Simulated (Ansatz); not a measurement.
Ideal-gas functions of `OBCCl` at 800 K and 1 bar, from an Ansatz frequency run at PBE0-D4/def2-TZVP.

Molar mass 78.31 g/mol, point group Cs (symmetry number 1), electronic degeneracy 1, moments of inertia 39.411, 133.801, 170.107 u Å². Harmonic wavenumbers (cm⁻¹, unscaled): 171, 201, 532, 548, 700, 805, 881, 944, 1024, 1137, 1190, 1253, 1415, 1436, 2621, 3080, 3130, 3734.

Use S(trans) = R[1.5 ln M + 2.5 ln T − 1.1517]; rotational temperatures θ = 24.2544 K / I; S(rot) = R[ln(√π/σ · √(T³/θAθBθC)) + 1.5]; for each mode x = 1.438777 ν̃/T, S = R[x/(eˣ − 1) − ln(1 − e⁻ˣ)] and H = RT x/(eˣ − 1); 1 cm⁻¹ = 0.0119627 kJ/mol; R = 8.31446 J/(mol·K).

Problem. By hand: the entropy, in J/(mol·K).

Solution. Translation 183.8. Rotation: θ = 0.6154, 0.1813, 0.1426 K, giving 117.8. Vibration, mode by mode: 18.15, 16.82, 8.99, 8.76, 6.93, 5.93, 5.31, 4.85, 4.32, 3.68, 3.41, 3.12, 2.48, 2.41, 0.43, 0.21, 0.20, 0.08, in all 96.1. Electronic 0.0. Sum 397.7 J/(mol·K).

Problem. By hand: H − E and G − E in kJ/mol, counted from the electronic energy.

Solution. Zero-point energy ½ × 24802 × 0.0119627 = 148.3; thermal vibration 42.1; translation, rotation and pV give 4 RT = 26.6. H − E = 217.0 kJ/mol, and G − E = 217.0 − 800 × 397.7/1000 = -101.2 kJ/mol.

Vibration gives 24 % of the entropy. The sum counts one conformer and one mirror image; others add a mixing term.
